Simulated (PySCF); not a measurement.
Identify the unknown among the candidates.

All candidates are C5H15NOSi.

- XPS: Si2p3/2 106.2, C1s 289.8, C1s 290.2 (×2), C1s 291.7, C1s 292.1, N1s 404.3, O1s 538.2, Si1s 1846.0 eV [ΔSCF SCAN, pcX-2 on the ionised atom, pcseg-1 elsewhere, spin-free X2C, 2p3/2 from a spin–orbit splitting computed afterwards within the 2p shell]
- Rotational structure: rotational constants A, B, C: 2.467, 1.054, 0.905 GHz [PBE0-D3(BJ)/def2-SVP]
- Triplet: lowest triplet excitation (Tamm–Dancoff): 5.64 eV [TDA B3LYP/def2-SVPD]
- UV, strongest line: among the 10 lowest singlet transitions: S6 at 7.11 eV (174 nm, f = 0.037) [TDDFT B3LYP/def2-SVPD]
- Valence photoelectron: vertical ionisation energy: 8.71 eV [ΔSCF B3LYP/def2-SVPD]
- 13C NMR: chemical shifts (computed TMS as zero) by class: 85.5 (1 C), 59.2 (1 C), 24.3 (1 C), 23.3 (2 C) ppm [GIAO PBE0/pcSseg-1]

Electronic properties: PySCF, gas phase, density fitting. Levels stand in brackets. The structure is a single PBE0-D3(BJ)/def2-SVP conformer in the gas phase; no vibrational or solvent corrections. NMR values are class means; diastereotopic atoms form classes of their own.

Task: Which candidate is it?
A. `CC[C@@H](C)[Si@H](O)NC`
B. `COCC(C)(C)[SiH2]N`
C. `CC(C)[Si@H](O)N(C)C`
D. `CC[C@@H](C)[Si@@H](O)NC`

Result: B. It is `COCC(C)(C)[SiH2]N`. Numbering: `[CH3:1][O:2][CH2:3][C:4]([CH3:5])([CH3:6])[SiH2:7][NH2:8]`. Its formula, C5H15NOSi, gives 0 degrees of unsaturation, so no ring and no π bond. 5 carbons fall into 4 classes; from least to most shielded: sp3 carbon bound to oxygen [C3] (85.5 ppm), methoxy carbon [C1] (59.2 ppm), sp3 carbon bound to silicon [C4] (24.3 ppm), methyl carbon [C5/C6] (23.3 ppm, 2 C). The core levels belong to: Si2p3/2 106.2 eV, SiH2 silicon [Si7]; C1s 289.8 eV, sp3 carbon bound to silicon [C4]; C1s 290.2 eV, methyl carbon [C5/C6]; C1s 291.7 eV, sp3 carbon bound to oxygen [C3]; C1s 292.1 eV, methoxy carbon [C1]; N1s 404.3 eV, silicon-bound nitrogen [N8]; O1s 538.2 eV, ether oxygen [O2]; Si1s 1846.0 eV, SiH2 silicon [Si7]. One atom of each topological class was ionised and stands for its class. The first electron is taken from the HOMO, whose largest Löwdin shares are 0.46 on the silicon-bound nitrogen, 0.12 on the SiH2 silicon, 0.10 on the sp3 carbon bound to silicon and 0.09 on an Si–H hydrogen. The optimised geometry has point group C1 and is an asymmetric top.

The others, at the same levels:
- `CC(C)[Si@H](O)N(C)C` fails: its computed 13C shifts are 37.3 (2 C), 17.6 (1 C), 16.1 (1 C), 13.7 (1 C) ppm, core binding energies are Si2p3/2 106.7, C1s 289.9, C1s 290.4, C1s 290.5, C1s 291.3 (×2), N1s 404.1, O1s 538.0, Si1s 1846.6 eV and vertical ionisation energy is 8.22 eV (against 8.71 eV).
- `CC[C@@H](C)[Si@H](O)NC` fails: it has 5 carbon classes against 4; its computed 13C shifts are 29.8 (1 C), 25.8 (1 C), 22.8 (1 C), 14.4 (1 C), 12.6 (1 C) ppm, core binding energies are Si2p3/2 106.6, C1s 289.8, C1s 290.3, C1s 290.4, C1s 290.4, C1s 291.5, N1s 404.2, O1s 537.9, Si1s 1846.6 eV and strongest line among the 10 lowest singlet transitions is S2 at 6.35 eV (195 nm, f = 0.030) (against S6 at 7.11 eV).
- `CC[C@@H](C)[Si@@H](O)NC` fails: it has 5 carbon classes against 4; its computed 13C shifts are 28.8 (1 C), 24.6 (1 C), 22.9 (1 C), 14.2 (1 C), 12.7 (1 C) ppm, core binding energies are Si2p3/2 106.6, C1s 289.8, C1s 290.3, C1s 290.4, C1s 290.4, C1s 291.5, N1s 404.2, O1s 538.0, Si1s 1846.6 eV and strongest line among the 10 lowest singlet transitions is S5 at 6.89 eV (180 nm, f = 0.038) (against S6 at 7.11 eV).

Each candidate is one conformer, not necessarily the lowest. The conformers computed, where there is a choice (atom-mapped SMILES and torsion angles):
- `[CH3:1][O:2][CH2:3][C:4]([CH3:5])([CH3:6])[SiH2:7][NH2:8]`: C1–O2–C3–C4 -179°, O2–C3–C4–C5 -67°, C3–C4–Si7–N8 163°, H–N8–Si7–C4 -146°, H–N8–Si7–C4 78°
- `[CH3:1][CH:2]([CH3:3])[Si@H:4]([OH:5])[N:6]([CH3:7])[CH3:8]`: C1–C2–Si4–O5 -63°, C2–Si4–N6–C7 167°, H–O5–Si4–C2 -68°
- `[CH3:1][CH2:2][C@@H:3]([CH3:4])[Si@H:5]([OH:6])[NH:7][CH3:8]`: C1–C2–C3–C4 61°, C2–C3–Si5–O6 -173°, C3–Si5–N7–C8 -171°, H–O6–Si5–C3 -75°
- `[CH3:1][CH2:2][C@@H:3]([CH3:4])[Si@@H:5]([OH:6])[NH:7][CH3:8]`: C1–C2–C3–C4 64°, C2–C3–Si5–O6 -60°, C3–Si5–N7–C8 -176°, H–O6–Si5–C3 68°
